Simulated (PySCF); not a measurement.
Theory: PySCF, delta-SCF UKS SCAN, pcX-2 on the ionised atom, pcseg-1 elsewhere, spin-free X2C. Geometries: GFN2-xTB; isolated species, one conformer each. Kα1 is taken as the energy difference of the 1s-hole and 2p3/2-hole states at the ground state's geometry. The 2p values add to the ΔSCF energy of one spin-free hole a correction within the shell (spin–orbit coupling, ligand field).

```json
{"site": "silicon in `[SiH3]c1nnc[nH]1`", "Si 2p3/2 (eV)": "107.25"}
{"site": "silicon in `[SiH3]n1ccnn1`", "Si 2p3/2 (eV)": "107.96"}
{"site": "silicon in `FC(F)(F)/C=N/[SiH3]`", "Si 2p3/2 (eV)": "107.49"}
```

Task: What are the Si 1s binding energies, and the Kα1 emission energies that follow?

Result: 
```
                            site  bonded to  1s (eV)  2p3/2 (eV)  Kα1 = 1s − 2p3/2 (eV)
   silicon in `[SiH3]c1nnc[nH]1`  C and 3 H  1846.98      107.25                1739.73
silicon in `FC(F)(F)/C=N/[SiH3]`  N and 3 H  1847.28      107.49                1739.79
      silicon in `[SiH3]n1ccnn1`  N and 3 H  1847.74      107.96                1739.78
```

Ranges: 1s 0.76 eV, 2p3/2 0.71 eV, Kα1 0.06 eV.
